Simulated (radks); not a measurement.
Problem. Successive ionisation energies (eV) of one element, from differences of total energies of ions in their ground configurations, starting at charge 0: 8.396, 15.762, 32.427, 50.783, 71.469, 94.316, 119.14, 195.65, 223.08, 251.38, 280.49, 312.39, 343.06, 405.35, 435.95, 1135.3, 1229.4, 1326.0, 1424.8, 1539.2, 1642.7, 1792.5. All-electron calculation, Dirac Kohn-Sham, BLYP, spin-unpolarised, spherical densities, finite nucleus; open shells fill j = l - 1/2 first; Fermi nuclear charge, rms radius 3.7057 fm. Program: a radial shooting solver on a logarithmic mesh with Libxc functionals. Which element is it?

Solution. Manganese (Z = 25). The first species listed is Mn in [Ar] 3d5 4s2, the last Mn21+ in [He] 2s2.
